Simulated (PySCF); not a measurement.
The vertical singlet excitations below were computed for one of the candidates. Level of theory: TDDFT CAM-B3LYP/def2-SVPD, vertical, gas phase, core orbitals frozen in the response (PySCF). Geometries: PBE0-D3(BJ)/def2-SVP, one conformer each.

```tsv
state	E (eV)	f	main configurations (H = HOMO, L = LUMO)
S1	7.53	0.0008	H→L (84%)
S2	7.68	0.0050	H→L+1 (79%)
S3	8.15	0.012	H-2→L (39%), H-1→L (12%), H→L+2 (9%)
S4	8.26	0.053	H→L+2 (44%), H-1→L (22%)
S5	8.39	0.012	H-1→L (29%), H-1→L+1 (24%), H-2→L (10%)
S6	8.61	0.097	H→L+4 (35%), H→L+3 (24%), H→L+2 (16%)
S7	8.66	0.043	H-1→L+1 (50%), H-1→L (15%), H-2→L+1 (12%)
S8	8.87	0.071	H→L+3 (26%), H-2→L (15%), H-3→L (14%)
S9	8.91	0.042	H-3→L (30%), H-2→L+1 (18%), H→L+3 (12%)
S10	9.16	0.034	H→L+4 (18%), H-2→L+4 (14%), H→L+3 (13%)
```

Orbital energies (eV): HOMO-3 -11.26, HOMO-2 -10.51, HOMO-1 -10.22, HOMO -9.40, LUMO 1.04, LUMO+1 1.42, LUMO+2 1.84.

Problem. Which structure fits?
A. `CO[Si@@H](C)O`
B. `C[Si](C)(NC)C`
C. `[AlH2][c]1ccco1`
D. `C#C[SiH]1N[SiH2]N1`

Solution. A. Its S1, at 7.53 eV, is the highest among the candidates; the nearest of the others has S1 at 5.86 eV. S1 is HOMO→LUMO (84%). Löwdin shares by element: HOMO oxygen 43% or more, silicon 12%, carbon 12% or more, hydrogen 9% or more (atoms not listed hold the other 24%); LUMO oxygen 32%, silicon 31%, hydrogen 14% or more (atoms not listed hold the other 24%). At the same level the other candidates give, for their lowest levels:
- `CN[Si](C)(C)C`: 5.86 eV (f 0.008); 6.80 eV (f 0.006); 7.01 eV (f 0.019); 7.39 eV (f 0.035); 7.76 eV (f 0.029); T1 5.66 eV; HOMO -7.76, LUMO 1.12 eV
- `[AlH2][c]1ccco1`: 4.16 eV (f 0.000); 5.52 eV (f 0.000); 5.81 eV (f 0.024); 5.93 eV (f 0.320); 6.06 eV (f 0.001); HOMO -7.86, LUMO -0.76 eV
- `C#C[SiH]1N[SiH2]N1`: 5.68 eV (f 0.036); 5.70 eV (f 0.000); 5.93 eV (f 0.000); 6.19 eV (f 0.003); 6.25 eV (f 0.001); T1 4.79 eV; HOMO -8.69, LUMO 0.26 eV

The values belong to the conformer `[CH3:1][O:2][Si@@H:3]([CH3:4])[OH:5]`: C1–O2–Si3–C4 76°, H–O5–Si3–O2 52°.
Triplets come from the Tamm–Dancoff approximation.

Without π bonds the low states are Rydberg-like; a valence basis with one diffuse set may place them up to an eV too high.
